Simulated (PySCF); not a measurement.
A thermochemical cycle for PBr

PBE0 in PySCF with def2-TZVPPD on every atom, for the lowest determinant that a PBE0 search found; no spin–orbit coupling. PBr, a triplet (π ↑↑), has De = 3.07 eV to neutral atoms, and PBr⁺, a doublet (π ↑), has De = 4.46 eV to P⁺ + Br.

At the same level the P atom ionises at 10.53 eV.

What is the adiabatic ionisation energy of the molecule, and does ionisation strengthen or weaken the bond?

IE = IE(P) + De(neutral) − De(ion) = 10.53 + 3.07 − 4.46 = 9.14 eV. De changes by +1.39 eV, so ionisation strengthens the bond.

Spin–orbit coupling is left out. For an ion De counts to the pair picked by the measured ionisation energies or electron affinities, which need not be the lowest pair at this level. States were picked by a PBE0 search and need not be the measured ground states.
